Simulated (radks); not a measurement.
Results of a calculation; reference values are marked as such.
Problem. Tm0.125+, 68.875 electrons, occupied as [Kr] 4d10 4f13 5s1.875 5p6 6s2 (fractional occupations, a model configuration). Level of theory: Dirac Kohn-Sham, BLYP, spin-unpolarised, spherical densities, finite nucleus; open shells are shared between the two j in proportion to 2j + 1; Fermi nuclear charge, rms radius 5.2256 fm (a radial shooting solver on a logarithmic mesh with Libxc functionals). Some entries of the table are withheld. Estimate them.

orbital     occ.  eigenvalue (eV)  <1/r> (bohr^-1)  <r^2> (bohr^2)
1s1/2          2        -59210.85            79.07       0.0005486
2s1/2          2        -9985.518            19.05        0.008457
2p1/2          2        -9519.597            19.03        0.006088
2p3/2          4        -8539.093            16.42        0.007303
3s1/2          2        -2244.854            6.978         0.05572
3p1/2          2        -2039.476            6.896         0.05148
3p3/2          4        -1832.456            6.227         0.05827
3d3/2          4        -1481.428            6.115             (1)
3d5/2          6        -1436.177            5.952             (2)
4s1/2          2        -443.0134            2.920          0.2801
4p1/2          2        -360.3880            2.811          0.2920
4p3/2          4        -313.6261            2.579          0.3298
4d3/2          4        -177.5731            2.356             (3)
4d5/2          6        -169.0679            2.299             (4)
5s1/2      1.875         -54.4928            1.086           1.706
5p1/2          2         -32.1719           0.9497           2.210
5p3/2          4         -26.4222           0.8658           2.602
4f5/2    5.57143          -4.9995            1.706          0.8784
6s1/2          2          -4.5418           0.3272           16.92
4f7/2    7.42857          -3.8010            1.673          0.9477

Solution. 
(1) 3d3/2 <r^2> (bohr^2): 0.04576
(2) 3d5/2 <r^2> (bohr^2): 0.04764
(3) 4d3/2 <r^2> (bohr^2): 0.3712
(4) 4d5/2 <r^2> (bohr^2): 0.3863
